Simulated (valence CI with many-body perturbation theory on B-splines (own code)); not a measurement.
Values are calculated unless marked as measured or tabulated.
## Ne4+: what the settings do

Method: relativistic CI+MBPT: four valence electrons over a frozen Dirac-Fock core [He], radial functions for each j: 6 s, 6 p, 5 d, 3 f, 1 g, with the one-electron correlation potential Σ1, the two-electron term Σ2, the three-electron term Σ3, Breit, model QED; selected CI, second order for the rest, scaled by the run's own slope (own B-spline code, finite nucleus).

Set against measurement, 13 paired levels are off by 218 cm⁻¹ on average, the worst by 550. These come from a selection out of NIST levels in Podobedova, Fuhr, Reader and Wiese, J. Phys. Chem. Ref. Data 33, 525 (2004). Levels without a partner in it may be off by more.

The reference run has the lowest level 2s2.2p2 3P_0 and an ionisation energy of 126.248 eV. Its largest variational space holds 10818 state functions.

```tsv
Level	Reference (cm⁻¹)	Shift (cm⁻¹)
2s2.2p2 3P_1	411	0
2s2.2p2 3P_2	1108	0
2s2.2p2 1D_2	30592	+28
2s2.2p2 1S_0	64397	+104
2s.2p3 5S°_2	87930	-22
2s.2p3 3D°_3	175975	-55
2s.2p3 3D°_2	176044	-55
2s.2p3 3D°_1	176068	-55
2s.2p3 3P°_2	208472	-28
2s.2p3 3P°_1	208477	-28
2s.2p3 3P°_0	208509	-28
2s.2p3 1D°_2	271114	-236
```

The ionisation energy moves by -0.0041 eV.

Task: Which of these changes was made?
A. scale of Σ1 1 → 3
B. core polarisation of operators on → off; scale of Σ1 1 → 0; scale of Σ2 1 → 0; three-electron term on → off
C. correlating orbitals by l 3 3 3 2 1 → 4 4 3 0 0
D. scale of Σ2 1 → 1.2

Result: D. scale of Σ2 1 → 1.2.
